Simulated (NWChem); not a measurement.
System: Si2H4OClF; SMILES F[SiH2]O[SiH2]Cl

```xyz
9

Si    -0.0061    -1.7968    -0.5105
F     -0.8744    -2.1844     0.7992
O      0.8893    -0.4550    -0.1747
Si     0.9064     1.1088     0.3494
Cl    -0.8752     2.0232    -0.1539
H     -0.9554    -1.5244    -1.6167
H      0.9297    -2.9096    -0.7933
H      2.0095     1.8203    -0.3400
H      1.0437     1.1498     1.8263
```
Atoms are numbered in this order, from 1.

Program: NWChem. All runs use the structure optimised with PBE0/def2-SVP. Hybrids' shares of exact exchange are those that their runs print; pure functionals count as 0. The functionals differ in more than this share.

```csv
row,share of exact exchange,highest occupied level (eV)
PBE/def2-TZVP,0.00,-7.65
BLYP/def2-TZVP,0.00,-7.53
B3LYP/def2-TZVP,0.20,-8.80
PBE0/def2-TZVP,0.25,-9.03
PW6B95/def2-TZVP,0.28,withheld
```

**Question.** Fit a straight line of the last column on the one before it, predict the withheld value, and compare with the run.

**Answer.** 
1. Means of the 4 shown rows: x = 0.113, y = -8.252. Slope Σ(x − x̄)(y − ȳ)/Σ(x − x̄)² = -0.3039/0.05188 = -5.858; intercept -7.593.
2. The shown rows scatter about the line by 0.048 (root mean square); the largest residual is +0.06, at BLYP/def2-TZVP.
3. At x = 0.28 (PW6B95/def2-TZVP; beyond the shown range) the line gives -9.23.
4. The run gives -9.13, +0.10 from the line, 2.1 times the scatter.
